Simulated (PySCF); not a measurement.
Molfile (atoms numbered from 1):
```
C6H11AlOS
     RDKit          3D

 20 20  0  0  0  0  0  0  0  0999 V2000
   -2.0314   -0.0282    1.2137 C   0  0  0  0  0  0  0  0  0  0  0  0
   -1.8554   -0.7876   -0.4115 S   0  0  0  0  0  0  0  0  0  0  0  0
   -1.4599    1.2491   -1.7631 Al  0  0  0  0  0  4  0  0  0  0  0  0
   -0.2461   -1.6620   -0.2184 C   0  0  0  0  0  0  0  0  0  0  0  0
    0.9134   -0.7949    0.0518 C   0  0  0  0  0  0  0  0  0  0  0  0
    1.5225   -0.3762    1.2041 C   0  0  0  0  0  0  0  0  0  0  0  0
    2.5704    0.5068    0.8006 C   0  0  0  0  0  0  0  0  0  0  0  0
    2.5115    0.5542   -0.5604 C   0  0  0  0  0  0  0  0  0  0  0  0
    1.5201   -0.2324   -1.0157 O   0  0  0  0  0  0  0  0  0  0  0  0
   -1.1479    0.5861    1.4395 H   0  0  0  0  0  0  0  0  0  0  0  0
   -2.9184    0.6173    1.1576 H   0  0  0  0  0  0  0  0  0  0  0  0
   -2.1848   -0.8038    1.9769 H   0  0  0  0  0  0  0  0  0  0  0  0
   -0.4009    2.0014   -0.8196 H   0  0  0  0  0  0  0  0  0  0  0  0
   -0.9737    0.5938   -3.1401 H   0  0  0  0  0  0  0  0  0  0  0  0
   -2.9834    1.7478   -1.6461 H   0  0  0  0  0  0  0  0  0  0  0  0
   -0.1208   -2.2040   -1.1670 H   0  0  0  0  0  0  0  0  0  0  0  0
   -0.3867   -2.3972    0.5863 H   0  0  0  0  0  0  0  0  0  0  0  0
    1.2597   -0.6745    2.2171 H   0  0  0  0  0  0  0  0  0  0  0  0
    3.2741    1.0361    1.4387 H   0  0  0  0  0  0  0  0  0  0  0  0
    3.0877    1.0837   -1.3141 H   0  0  0  0  0  0  0  0  0  0  0  0
  2  1  1  1
  2  3  1  0
  2  4  1  0
  4  5  1  0
  5  6  2  0
  6  7  1  0
  7  8  2  0
  8  9  1  0
  9  5  1  0
  1 10  1  0
  1 11  1  0
  1 12  1  0
  3 13  1  0
  3 14  1  0
  3 15  1  0
  4 16  1  0
  4 17  1  0
  6 18  1  0
  7 19  1  0
  8 20  1  0
M  CHG  2   2   1   3  -1
M  END
```

Geometry: PBE0-D3(BJ)/def2-SVP; GIAO shifts from PySCF 2.14.0 with density-fitted response routines, gas phase, non-relativistic, averaged over equivalent atoms.

At PBE0/pcSseg-1 (222 basis functions, 46 s wall time on 1 thread of an Arm Neoverse V1, shared host):
```json
{"atoms": "C8", "δ (ppm)": "149.7"}
{"atoms": "C5", "δ (ppm)": "146.3"}
{"atoms": "C6", "δ (ppm)": "119.2"}
{"atoms": "C7", "δ (ppm)": "116.4"}
{"atoms": "C4", "δ (ppm)": "35.5"}
{"atoms": "C1", "δ (ppm)": "20.0"}
{"atoms": "S2", "δ (ppm)": "-22.4"}
{"atoms": "Al3", "δ (ppm)": "67.3"}
{"atoms": "O9", "δ (ppm)": "317.9"}
{"atoms": "H20", "δ (ppm)": "7.55"}
{"atoms": "H19", "δ (ppm)": "6.51"}
{"atoms": "H18", "δ (ppm)": "6.39"}
{"atoms": "H16", "δ (ppm)": "3.86"}
{"atoms": "H13/H14/H15", "δ (ppm)": "3.59"}
{"atoms": "H17", "δ (ppm)": "3.36"}
{"atoms": "H10/H11/H12", "δ (ppm)": "2.07"}
```

Chemical shifts δ = σref − σ; ¹³C (σref 184.41) and ¹H (σref 31.27) vs TMS; ³³S (σref 495.66) against CS2; ²⁷Al (σref 489.28) against AlH4-; ¹⁷O (σref 334.56) against H2O, all at this level.

Task: Predict the values at HF/pcSseg-1 on the same geometry.

Result: 
| atoms | δ at HF/pcSseg-1 | change |
| --- | --- | --- |
| C8 | 152.7 | +3.0 |
| C5 | 150.2 | +3.9 |
| C6 | 120.3 | +1.1 |
| C7 | 115.5 | -0.9 |
| C4 | 29.6 | -5.9 |
| C1 | 16.2 | -3.8 |
| S2 | -78.6 | -56.2 |
| Al3 | 51.8 | -15.5 |
| O9 | 283.8 | -34.1 |
| H20 | 7.67 | +0.12 |
| H19 | 6.53 | +0.02 |
| H18 | 6.45 | +0.06 |
| H16 | 3.72 | -0.14 |
| H13/H14/H15 | 3.24 | -0.35 |
| H17 | 3.22 | -0.14 |
| H10/H11/H12 | 2.09 | +0.02 |

Referencing at the same level of theory: ¹³C (190.85 ppm), ¹H (31.69 ppm) vs TMS; ³³S (513.52 ppm) against CS2; ²⁷Al (516.24 ppm) against AlH4-; H2O for ¹⁷O (333.31 ppm).

The largest change is at S2 (sulfur bonded to 2 C, Al). Cost: 222 basis functions, 25 s wall time on 1 thread of an Arm Neoverse V1, shared host. The order of the carbon signals is the same at both levels.

Unscaled 17O shifts of doubly bonded oxygen tend to come out too high, by tens of ppm or more. Experimental scales use liquid or dissolved standards, which lie at an offset from isolated H2O (liquid H2O: subtract about 36 ppm).
